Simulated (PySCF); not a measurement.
Compound: CH₇N₃Si.
Atom-mapped SMILES: `[H]/[N:1]=[CH:2]\[SiH:3]([NH2:4])[NH2:5]` (hydrogens: H6 on N1; H7 on C2; H8 on Si3; H9, H10 on N4; H11, H12 on N5)

Cartesian coordinates in Å at the PBE0-D3(BJ)/def2-SVP level; atoms count from 1:
```xyz
12
CH7N3Si angstrom
N     -2.085   -0.972    0.319
C     -1.184   -0.913   -0.582
Si     0.525   -0.121   -0.318
N      0.703   -0.173    1.405
N      0.648    1.532   -0.796
H     -1.710   -0.568    1.191
H     -1.459   -1.316   -1.577
H      1.539   -0.838   -1.157
H      1.408    0.423    1.828
H      0.635   -1.057    1.899
H     -0.072    2.200   -0.545
H      1.093    1.776   -1.672
```

All values: PBE0/pcSseg-1 (PySCF, non-relativistic), on one gas-phase PBE0-D3(BJ)/def2-SVP geometry that isn't relaxed in the solvent. The solvent is an IEF-PCM continuum (cavity from Bondi-type radii × 1.2). The model holds no explicit solvent molecules, cavitation or dispersion.

```csv
run,E − E(gas) (kcal/mol),HOMO (eV),HOMO–LUMO gap (eV),dipole (D)
gas,0.00,-6.68,6.01,2.77
P,-8.53,-6.84,6.06,3.39
Q,-6.14,-6.80,6.05,3.23
```

**Question.** The runs were made in chloroform and dimethylsulfoxide. Which run belongs to which solvent?

**Answer.** P = dimethylsulfoxide, Q = chloroform. The dielectric constants are 4.711 (chloroform), 46.83 (dimethylsulfoxide), and the energy falls further as ε rises. In this model the ground state sees the solvent through ε alone.

**Question.** How constant is the ratio of the lowering to (ε − 1)/(2ε + 1)?

**Answer.** 
```tsv
solvent	(ε − 1)/(2ε + 1)	E − E(gas) (kcal/mol)	ratio (kcal/mol)	polarisation term (kcal/mol)
chloroform	0.356	-6.14	-17.2	-6.66
dimethylsulfoxide	0.484	-8.53	-17.6	-9.52
```

The ratio changes by +2.2 % in size from chloroform to dimethylsulfoxide. The polarisation term is half the interaction of the solute with the induced surface charges.
